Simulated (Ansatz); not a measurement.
Level of theory: frozen-core CCSD(T)/cc-pVTZ // TPSSh-D3(BJ)/def2-TZVP (Ansatz, a program for electronic structure).

Ansatz 0.2 input:
```yaml
crystal:
  periodic: [false, false, false]
  atoms:
    - { symbol: Br, position_ang: [1.903958, -0.997859, -0.25106] }
    - { symbol: Ga, position_ang: [0.002358, 0.21721, 0.068625] }
    - { symbol: Br, position_ang: [-1.917435, -0.976183, 0.359474] }
    - { symbol: H, position_ang: [0.013825, 1.763734, 0.08637] }
basis:
  gaussian: { orbitals: cc-pVTZ }
correlation:
  method: ccsd_t
```

Output:

```
Functional definition: HF
929 factors; integrals over basis functions are off by at most 1.6e-3 eV
mean field evaluation 1: about -192353.9651 eV, gradient 1.7e1 eV
mean field evaluation 2: about -192354.0115 eV, gradient 1.7e1 eV
mean field evaluation 4: about -192355.0416 eV, gradient 1.6e0 eV
mean field evaluation 8: about -192355.0586 eV, gradient 1.3e-1 eV
mean field evaluation 16: about -192354.7814 eV, gradient 9.7e0 eV
mean field -192355.05866713 eV, -7068.9180230754 hartree, gradient 2.5e-6 eV, S^2 0.000000; 0 other end points of the search recorded, 0 dependent functions left out
27 core orbitals not correlated
reference -192355.05866713 eV, -7068.9180230754 hartree; 24, 24 occupied and 92, 92 virtual orbitals, 929 factors
second order -16.23682450 eV of doubles, -0.00000000 eV of singles
cycle   1  -16.35344069 eV  change   -1.2e-1 eV  update   9.1e-2
cycle   2  -16.81154589 eV  change   -4.6e-1 eV  update   2.5e-2
cycle   3  -16.86931531 eV  change   -5.8e-2 eV  update   1.2e-2
cycle   4  -16.85641345 eV  change    1.3e-2 eV  update   3.1e-3
cycle   5  -16.85702575 eV  change   -6.1e-4 eV  update   1.2e-3
cycle   6  -16.85699730 eV  change    2.8e-5 eV  update   3.5e-4
cycle   7  -16.85682641 eV  change    1.7e-4 eV  update   1.2e-4
cycle   8  -16.85688370 eV  change   -5.7e-5 eV  update   3.9e-5
perturbative correction -0.71898122 eV, -0.0264220724 hartree
Total energy: -192372.63453204 eV, -7069.5639241976 hartree
```

Cost: about 90 core-seconds (a rough figure).
